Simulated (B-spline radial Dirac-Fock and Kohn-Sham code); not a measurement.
# Elastic scattering of 32.8 keV electrons by the free iodine atom

These are calculated numbers from a radial B-spline solver; the model is relativistic (Dirac) partial waves in the static field of the Dirac-Fock atom with Furness-McCarthy exchange, without polarisation or absorption potentials.

```
θ (°)  dσ/dΩ (a₀²/sr)  Sherman function
    5            6.71             0.000
   10           0.752             0.001
   15           0.198             0.002
   20          0.0763             0.005
   25          0.0368             0.008
   30          0.0201             0.009
   35          0.0120             0.009
   40         0.00772             0.007
   45         0.00525             0.002
   50         0.00374            -0.007
   55         0.00277            -0.017
   60         0.00212            -0.030
   65         0.00166            -0.045
   70         0.00133            -0.062
   75         0.00109            -0.078
   80        0.000908            -0.095
   85        0.000767            -0.112
   90        0.000658            -0.127
   95        0.000571            -0.140
  100        0.000502            -0.151
  105        0.000446            -0.160
  110        0.000401            -0.166
  115        0.000364            -0.170
  120        0.000334            -0.170
  125        0.000309            -0.168
  130        0.000288            -0.162
  135        0.000271            -0.154
  140        0.000257            -0.144
  145        0.000245            -0.131
  150        0.000236            -0.116
  155        0.000228            -0.099
  160        0.000222            -0.081
  165        0.000218            -0.062
  170        0.000214            -0.042
  175        0.000213            -0.021
```

The total elastic cross section is 1.31 a₀², the first transport cross section 0.0149 a₀² and the second, weighted with (3/2) sin²θ, 0.0329 a₀². The mean deflection is ⟨1 − cos θ⟩ = 0.0114, and 0.18 % of the collisions scatter beyond 90°.
